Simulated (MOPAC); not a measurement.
Input file for MOPAC: PM7 on CH4OPb (SMILES C[O][PbH]), a point of a torsion scan.

```
PM7 1SCF PRECISE CHARGE=0 THREADS=1
CH4OPb

C     -0.86619752 1    -0.20175969 1     0.01537434 1
O      0.06599905 1     0.75583127 1    -0.32370283 1
Pb     2.03041083 1     1.28590355 1     0.42433952 1
H     -0.74671261 1    -1.08826624 1    -0.62286866 1
H     -1.87547002 1     0.19771760 1    -0.15000456 1
H     -0.79672746 1    -0.52937943 1     1.06582525 1
H      2.59830340 1     1.90101386 1    -1.21939450 1
```

It printed:

```
*******************************************************************************
 **                                                                           **
 **                              MOPAC v23.2.5                                **
 **                                                                           **
 *******************************************************************************
 ** MOPAC's Digital Object Identifier: https://doi.org/10.5281/zenodo.6511958 **
 **                                                                           **
 ** Please cite the open-source release paper for use of this MOPAC version:  **
 ** J. E. Moussa and J. J. P. Stewart (2026)                                  **
 ** MOPAC: An open-source semiempirical molecular orbital program             **
 ** J. Open Source Softw., 11(119), 8025, https://doi.org/10.21105/joss.08025 **
 *******************************************************************************

                              PM7 CALCULATION RESULTS

 *******************************************************************************
 *  PM7        - The PM7 Hamiltonian to be used
 *
 *
 *
 *                 CHARGE ON SYSTEM = 0
 *
 *
 *
 *  PRECISE    - TIGHTER CRITERIA TO BE USED
 *  1SCF       - DO 1 SCF AND THEN STOP
 *  THREADS=1  - MULTI-THREADING NOT USED
 *  T=         - A TIME OF 172800.0 SECONDS REQUESTED
 *  DUMP=N     - RESTART FILE WRITTEN EVERY 7200.0 SECONDS REQUESTED
 *******************************************************************************
PM7 1SCF PRECISE CHARGE=0 THREADS=1
 CH4OPb

   ATOM   CHEMICAL          X               Y               Z
  NUMBER   SYMBOL      (ANGSTROMS)     (ANGSTROMS)     (ANGSTROMS)

     1       C         -0.86619752  *  -0.20175969  *   0.01537434  *
     2       O          0.06599905  *   0.75583127  *  -0.32370283  *
     3      Pb          2.03041083  *   1.28590355  *   0.42433952  *
     4       H         -0.74671261  *  -1.08826624  *  -0.62286866  *
     5       H         -1.87547002  *   0.19771760  *  -0.15000456  *
     6       H         -0.79672746  *  -0.52937943  *   1.06582525  *
     7       H          2.59830340  *   1.90101386  *  -1.21939450  *



          CARTESIAN COORDINATES

    NO.       ATOM           X           Y           Z

     1         C         -0.8662     -0.2018      0.0154
     2         O          0.0660      0.7558     -0.3237
     3        Pb          2.0304      1.2859      0.4243
     4         H         -0.7467     -1.0883     -0.6229
     5         H         -1.8755      0.1977     -0.1500
     6         H         -0.7967     -0.5294      1.0658
     7         H          2.5983      1.9010     -1.2194

 General Reference for PM7:
 "Optimization of Parameters for Semiempirical Methods VI: More Modifications to the
 NDDO Approximations and Re-optimization of Parameters", J. J. P. Stewart, J. Mol. Mod., 1:32, 19 (2013)
 https://link.springer.com/article/10.1007/s00894-012-1667-x

           Empirical Formula: C H4 O Pb  =     7 atoms



      MOLECULAR POINT GROUP   :   C1


      RHF CALCULATION, NO. OF DOUBLY OCCUPIED LEVELS = 9


 -------------------------------------------------------------------------------
 PM7 1SCF PRECISE CHARGE=0 THREADS=1
 CH4OPb



     1SCF WAS SPECIFIED, SO BFGS WAS NOT USED
     SCF FIELD WAS ACHIEVED


                              PM7 CALCULATION
                                                       MOPAC v23.2.5 Linux




          FINAL HEAT OF FORMATION =          7.69008 KCAL/MOL =      32.17529 KJ/MOL


          COSMO AREA              =        109.79 SQUARE ANGSTROMS
          COSMO VOLUME            =         94.42 CUBIC ANGSTROMS

          IONIZATION POTENTIAL    =          8.594571 EV
          HOMO LUMO ENERGIES (EV) =         -8.595 -0.477
          NO. OF FILLED LEVELS    =          9
          MOLECULAR WEIGHT        =        239.2420         POINT GROUP:  C1

          MOLECULAR DIMENSIONS (Angstroms)

            Atom       Atom       Distance
            H     7    H     5     4.90504
           Pb     3    H     4     2.15746
            H     5    H     6     1.64343


          SCF CALCULATIONS        =          1





   ATOM   CHEMICAL          X               Y               Z
  NUMBER   SYMBOL      (ANGSTROMS)     (ANGSTROMS)     (ANGSTROMS)

     1       C         -0.86619752  *  -0.20175969  *   0.01537434  *
     2       O          0.06599905  *   0.75583127  *  -0.32370283  *
     3      Pb          2.03041083  *   1.28590355  *   0.42433952  *
     4       H         -0.74671261  *  -1.08826624  *  -0.62286866  *
     5       H         -1.87547002  *   0.19771760  *  -0.15000456  *
     6       H         -0.79672746  *  -0.52937943  *   1.06582525  *
     7       H          2.59830340  *   1.90101386  *  -1.21939450  *

                             CARTESIAN COORDINATES

   1    C       -0.866197520    -0.201759690     0.015374340
   2    O        0.065999050     0.755831270    -0.323702830
   3   Pb        2.030410830     1.285903550     0.424339520
   4    H       -0.746712610    -1.088266240    -0.622868660
   5    H       -1.875470020     0.197717600    -0.150004560
   6    H       -0.796727460    -0.529379430     1.065825250
   7    H        2.598303400     1.901013860    -1.219394500


           Empirical Formula: C H4 O Pb  =     7 atoms



      MOLECULAR POINT GROUP   :   C1


                  EIGENVALUES
 -26.26960 -22.01315 -18.03174 -14.01148 -13.85046 -13.38431  -9.69416  -8.99379
  -8.59457  -0.47726   0.59055   2.20448   5.70176   6.49735   6.58171   7.21168


              NET ATOMIC CHARGES AND DIPOLE CONTRIBUTIONS

  ATOM NO.   TYPE          CHARGE      No. of ELECS.   s-Pop       p-Pop
    1          C          -0.080386        4.0804     1.05924     3.02114
    2          O          -0.720985        6.7210     1.88854     4.83244
    3         Pb           0.503860        3.4961     1.85307     1.64307
    4          H           0.091358        0.9086     0.90864
    5          H           0.109797        0.8902     0.89020
    6          H           0.086165        0.9138     0.91383
    7          H           0.010190        0.9898     0.98981
 DIPOLE           X         Y         Z       TOTAL
 POINT-CHG.     3.500     0.073     2.171     4.120
 HYBRID         0.023     0.287    -0.967     1.009
 SUM            3.524     0.360     1.204     3.741


          ATOMIC ORBITAL ELECTRON POPULATIONS

     Atom    s        px        py        pz
    1  C   1.05924   0.96458   0.97041   1.08615
    2  O   1.88854   1.47145   1.59335   1.76765
    3 Pb   1.85307   0.38742   0.18838   1.06728
    4  H   0.90864
    5  H   0.89020
    6  H   0.91383
    7  H   0.98981

 **********************
 *                    *
 * JOB ENDED NORMALLY *
 *                    *
 **********************




 == MOPAC DONE ==
```

The run finished.

Cost: about 0.020 core-seconds (a rough figure).
